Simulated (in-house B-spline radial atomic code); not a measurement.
Atomic self-consistent-field run: Xe3+ (an excited or competing configuration). Computed with a B-spline radial code for spherical atoms: scalar-relativistic (X2C) HSE06, spin-polarised, spherical fractional occupations, exact exchange averaged over the configuration, Fermi nucleus of rms radius 4.7859 fm.

Command:
```bash
python run_scf.py task.json out
```
Settings (nuclear radius in fm, mass in u):
```
Z                54
configuration    [Kr] 4d9 4f1 5s2 5p3
hamiltonian      x2c
method           hse06
spin_polarised   True
nucleus          fermi
rms_radius       4.7859
atomic_mass      131.90416
speed_of_light   137.035999084
exact_exchange   averaged over the configuration
```

Output (hartree, bohr):
```
 radial grid: 73 intervals, B-splines of order 8, outer radius 39.1892 bohr

 iter        energy (Eh)    residual
    1       -7430.228590    5.39e-01
    2       -7435.409369    4.28e-01
    3       -7440.693885    8.19e-02
    4       -7440.895925    2.04e-02
    5       -7440.901600    7.35e-03
    6       -7440.903358    2.70e-03
    7       -7440.903559    1.70e-04
    8       -7440.903559    4.32e-05
    9       -7440.903559    8.56e-07
   10       -7440.903559    4.37e-08

 total energy                     -7440.90356
 kinetic                            7907.0166
 electron-nucleus                 -18024.1044
 Hartree                            2863.0871
 exact exchange                      -45.1799
 exchange-correlation               -141.7229

 orbital      occ     eigenvalue          <r>       <r^2>       <1/r>       r_max
 1s up      1.000     -1266.0438    0.0260335 0.000929132     61.1677     0.01641
 1s down    1.000     -1266.0366    0.0260334 0.000929123      61.168     0.01641
 2s up      1.000      -199.3176     0.114018   0.0153971     13.9494     0.09682
 2s down    1.000      -199.2971     0.114013   0.0153958       13.95     0.09682
 2p up      3.000      -179.0833    0.0999953   0.0122217     12.7998     0.07748
 2p down    3.000      -179.0622    0.0999918   0.0122208     12.8001     0.07747
 3s up      1.000       -42.3898     0.305578    0.106856       4.939      0.2788
 3s down    1.000       -42.3714     0.305517    0.106801      4.9393      0.2788
 3p up      3.000       -35.7965     0.303579    0.106968     4.58861      0.2726
 3p down    3.000       -35.7746     0.303517    0.106908     4.58881      0.2727
 3d up      5.000       -25.9608     0.280468   0.0929772     4.31697      0.2259
 3d down    5.000       -25.9338     0.280506   0.0929987     4.31624      0.2259
 4s up      1.000        -9.0252     0.713995    0.575257     1.98639      0.6602
 4s down    1.000        -8.9310       0.7138    0.574823     1.98639      0.6602
 4p up      3.000        -6.8989     0.759985    0.656956     1.80564      0.6915
 4p down    3.000        -6.7957     0.759886    0.656546     1.80495      0.6917
 4d up      5.000        -3.7507     0.863715    0.867732      1.5312      0.7439
 4d down    4.000        -3.6626     0.860048    0.859149     1.53681      0.7436
 4f up      1.000        -0.7256      1.64268     3.50193    0.830262       1.003
 5s up      1.000        -2.0396      1.72357     3.31986    0.763136        1.57
 5s down    1.000        -1.8625      1.72365     3.32935    0.766263       1.559
 5p up      3.000        -1.5004      1.95818     4.29927    0.660706       1.763
```

Run time, properties included: 1.1 s on 1 thread of Intel(R) Xeon(R) Platinum 8488C, on a shared host.

One-electron X2C: radii and densities carry no picture-change correction, so inner-shell <1/r> comes out high (for 1s by about 2 % at Z = 33, 5 % at 54, 10 % at 75, 30 % at 118) and <r> low.
